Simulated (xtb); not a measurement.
ClO, doublet, from a rough starting geometry; GFN2-xTB (xtb).

Here is a job for xtb.
```
$ xtb mol.xyz --gfn 2 --uhf 1 --opt vtight --json

# file mol.xyz
2

Cl    -0.00674292     0.04812247     0.86700185
O     -0.03377204    -0.01837130    -0.76861394
```

Predict the main parts of the log of this xtb run.


```
   ID    Z sym.   atoms
    1   17 Cl     1
    2    8 O      2

           -------------------------------------------------
          |                Calculation Setup                |
           -------------------------------------------------

           -------------------------------------------------
          |                 G F N 2 - x T B                 |
           -------------------------------------------------

          ...................................................
          :                      SETUP                      :
          :.................................................:
          :  # basis functions                  14          :
          :  # atomic orbitals                  13          :
          :  # shells                            5          :
          :  # electrons                        13          :
          :  max. iterations                   250          :
          :  Hamiltonian                  GFN2-xTB          :
          :  restarted?                      false          :
          :  GBSA solvation                  false          :
          :  PC potential                    false          :
          :  electronic temp.          300.0000000     K    :
          :  accuracy                    1.0000000          :
          :  -> integral cutoff          0.2500000E+02      :
          :  -> integral neglect         0.1000000E-07      :
          :  -> SCF convergence          0.1000000E-05 Eh   :
          :  -> wf. convergence          0.1000000E-03 e    :
          :  Broyden damping             0.4000000          :
          :  net charge                          0          :
          :  unpaired electrons                  1          :
          ...................................................

 iter      E             dE          RMSdq      gap      omega  full diag
   1     -8.3830641 -0.838306E+01  0.957E+00    5.10       0.0  T
   2     -8.4419151 -0.588510E-01  0.464E+00    4.62       1.0  T
   3     -8.4694244 -0.275093E-01  0.217E+00    5.02       1.0  T
   4     -8.4709638 -0.153937E-02  0.308E-01    4.98       1.0  T
   5     -8.4709796 -0.158121E-04  0.233E-01    5.00       1.0  T
   6     -8.4710245 -0.449037E-04  0.940E-02    5.00       1.0  T
   7     -8.4710072  0.173343E-04  0.154E-01    5.01       1.0  T
   8     -8.4710383 -0.311105E-04  0.551E-03    5.02      12.8  T
   9     -8.4710383  0.208974E-07  0.626E-03    5.02      11.3  T
  10     -8.4710383 -0.482623E-07  0.146E-04    5.02     483.6  T
  11     -8.4710383 -0.159073E-10  0.173E-05    5.02    4077.3  T

   *** convergence criteria satisfied after 11 iterations ***

         :::::::::::::::::::::::::::::::::::::::::::::::::::::
         ::                     SUMMARY                     ::
         :::::::::::::::::::::::::::::::::::::::::::::::::::::
         :: total energy              -8.469647407268 Eh    ::
         :: gradient norm              0.068690671596 Eh/a0 ::
         :: HOMO-LUMO gap              5.024363466677 eV    ::
         ::.................................................::
         :: SCC energy                -8.471038301439 Eh    ::
         :: -> isotropic ES            0.016817414111 Eh    ::
         :: -> anisotropic ES          0.000714778041 Eh    ::
         :: -> anisotropic XC         -0.001858857983 Eh    ::
         :: -> dispersion             -0.000421103310 Eh    ::
         :: repulsion energy           0.001390894171 Eh    ::
         :: add. restraining           0.000000000000 Eh    ::
         :: total charge               0.000000000000 e     ::
         :::::::::::::::::::::::::::::::::::::::::::::::::::::

      -----------------------------------------------------------
     |                   =====================                   |
     |                        A N C O P T                        |
     |                   =====================                   |
     |               Approximate Normal Coordinate               |
     |                Rational Function Optimizer                |
      -----------------------------------------------------------
      -----------------------------------------------------------
     |                   =====================                   |
     |                        A N C O P T                        |
     |                   =====================                   |
     |               Approximate Normal Coordinate               |
     |                Rational Function Optimizer                |
      -----------------------------------------------------------

          ...................................................
          :                      SETUP                      :
          :.................................................:
          :   optimization level         verytight          :
          :   max. optcycles                   200          :
          :   ANC micro-cycles                  20          :
          :   degrees of freedom                 1          :
          :.................................................:
          :   RF solver                   davidson          :
          :   write xtbopt.log                true          :
          :   linear (good luck)              true          :
          :   energy convergence         0.1000000E-06 Eh   :
          :   grad. convergence          0.2000000E-03 Eh/α :
          :   maxmium RF displ.          1.0000000          :
          :   Hlow (freq-cutoff)         0.1000000E-01      :
          :   Hmax (freq-cutoff)         5.0000000          :
          :   S6 in model hess.         20.0000000          :
          ...................................................

generating ANC from exact Hessian ...
Using Lindh-Hessian (1995)
 Shifting diagonal of input Hessian by    0.0000000000000000
 Lowest  eigenvalues of input Hessian
    0.000000    0.000000    0.000000    0.000000    0.000000    1.396039
 Highest eigenvalues
[...]
 * total energy  :    -8.4696474 Eh     change       -0.2913225E-12 Eh
 * total energy  :    -8.4724827 Eh     change       -0.2835330E-02 Eh
 * total energy  :    -8.4743098 Eh     change       -0.1827044E-02 Eh
 * total energy  :    -8.4744298 Eh     change       -0.1199772E-03 Eh
 * total energy  :    -8.4744316 Eh     change       -0.1877603E-05 Eh
 * total energy  :    -8.4744321 Eh     change       -0.4839224E-06 Eh
 * total energy  :    -8.4744321 Eh     change       -0.1003109E-10 Eh
   *** GEOMETRY OPTIMIZATION CONVERGED AFTER 7 ITERATIONS ***
[...]
           -------------------------------------------------

          ...................................................
          :                      SETUP                      :
          :.................................................:
          :  # basis functions                  14          :
          :  # atomic orbitals                  13          :
          :  # shells                            5          :
          :  # electrons                        13          :
          :  max. iterations                   250          :
          :  Hamiltonian                  GFN2-xTB          :
          :  restarted?                      false          :
          :  GBSA solvation                  false          :
          :  PC potential                    false          :
          :  electronic temp.          300.0000000     K    :
          :  accuracy                    1.0000000          :
          :  -> integral cutoff          0.2500000E+02      :
          :  -> integral neglect         0.1000000E-07      :
          :  -> SCF convergence          0.1000000E-05 Eh   :
          :  -> wf. convergence          0.1000000E-03 e    :
          :  Broyden damping             0.4000000          :
          :  net charge                          0          :
          :  unpaired electrons                  1          :
          ...................................................

 iter      E             dE          RMSdq      gap      omega  full diag
   1     -8.4780029 -0.847800E+01  0.690E-06    5.60       0.0  T
   2     -8.4780029 -0.390799E-13  0.569E-06    5.60   12438.1  T
   3     -8.4780029 -0.355271E-14  0.476E-06    5.60   14858.1  T

   *** convergence criteria satisfied after 3 iterations ***

         :::::::::::::::::::::::::::::::::::::::::::::::::::::
         ::                     SUMMARY                     ::
         :::::::::::::::::::::::::::::::::::::::::::::::::::::
         :: total energy              -8.474432119519 Eh    ::
         :: gradient norm              0.000000083805 Eh/a0 ::
         :: HOMO-LUMO gap              5.604510956724 eV    ::
         ::.................................................::
         :: SCC energy                -8.478002923711 Eh    ::
         :: -> isotropic ES            0.017707411083 Eh    ::
         :: -> anisotropic ES          0.000711291943 Eh    ::
         :: -> anisotropic XC         -0.004632763160 Eh    ::
         :: -> dispersion             -0.000423069668 Eh    ::
         :: repulsion energy           0.003570804192 Eh    ::
         :: add. restraining           0.000000000000 Eh    ::
         :: total charge              -0.000000000000 e     ::
         :::::::::::::::::::::::::::::::::::::::::::::::::::::

           -------------------------------------------------
          |                Property Printout                |
           -------------------------------------------------

    * Orbital Energies and Occupations

         #    Occupation            Energy/Eh            Energy/eV
      -------------------------------------------------------------
         1        2.0000           -1.1067426             -30.1160
         2        2.0000           -0.6999249             -19.0459
         3        2.0000           -0.5817096             -15.8291
         4        2.0000           -0.5602049             -15.2440
         5        2.0000           -0.5602049             -15.2440
         6        1.5000           -0.4397639             -11.9666
         7        1.5000           -0.4397639             -11.9666 (HOMO)
         8                         -0.2338019              -6.3621 (LUMO)
         9                         -0.0538074              -1.4642
        10                         -0.0538074              -1.4642
        11                         -0.0257466              -0.7006
        12                         -0.0257466              -0.7006
        13                          0.2488248               6.7709
      -------------------------------------------------------------
                  HL-Gap            0.2059620 Eh            5.6045 eV
             Fermi-level           -0.3882734 Eh          -10.5655 eV

     #   Z          covCN         q      C6AA      α(0)
     1  17 Cl       0.939     0.297    90.728    14.572
     2   8 O        0.939    -0.297    19.692     5.951

 Mol. C6AA /au·bohr⁶  :        193.912946
 Mol. C8AA /au·bohr⁸  :       6605.636307
 Mol. α(0) /au        :         20.523776

Wiberg/Mayer (AO) data.
largest (>0.10) Wiberg bond orders for each atom

 ---------------------------------------------------------------------------
     #   Z sym  total        # sym  WBO       # sym  WBO       # sym  WBO
 ---------------------------------------------------------------------------
     1  17 Cl   1.378 --     2 O    1.378
     2   8 O    1.378 --     1 Cl   1.378
 ---------------------------------------------------------------------------

Topologies differ in total number of bonds
Writing topology from bond orders to xtbtopo.mol

molecular dipole:
                 x           y           z       tot (Debye)
 q only:        0.014       0.035       0.863
   full:        0.014       0.034       0.845       2.150
molecular quadrupole (traceless):
                xx          xy          yy          xz          yz          zz
 q only:       -0.082      -0.001      -0.078      -0.048       0.041       0.160
  q+dip:        0.664      -0.003       0.665      -0.083      -0.050      -1.329
   full:        0.350      -0.002       0.352      -0.068      -0.012      -0.702

optimized geometry written to: xtbopt.xyz

           -------------------------------------------------
          | TOTAL ENERGY               -8.474432119519 Eh   |
          | GRADIENT NORM               0.000000083805 Eh/α |
          | HOMO-LUMO GAP               5.604510956724 eV   |
           -------------------------------------------------
```
